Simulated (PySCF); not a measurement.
Radial density of Be (beryllium, neutral)

UHF, [He] 2p2, high-spin 3P determinant (an excited configuration). Calculation: PySCF 2.14, in aug-cc-pVQZ (6s5p4d3f2g, 80 functions); the non-relativistic Hamiltonian (point nucleus).

```
r (bohr)  4πr²ρ (e/bohr)  4πr²(ρα − ρβ)
 0.00630         0.01622        -0.0001
  0.0106         0.04427        -0.0002
  0.0178          0.1183        -0.0005
  0.0300          0.3038        -0.0012
  0.0504          0.7315        -0.0029
  0.0848           1.579        -0.0058
   0.143           2.850        -0.0087
   0.240           3.848        -0.0040
   0.404           3.265         0.0271
   0.679           1.391         0.1254
    1.14          0.4883         0.3476
    1.92          0.6038         0.6019
    3.23          0.4814         0.4814
    5.43          0.1118         0.1118
    9.14        0.003539         0.0035
    15.4       1.031e-05         0.0000
```

(1) Where is the radial spin density 4πr²(ρα − ρβ) most negative, and why is it negative at all?

Results:

(1) Around r = 0.143 bohr, down to -0.0087 e/bohr: exchange with the open shell polarises the paired shells in an unrestricted calculation.
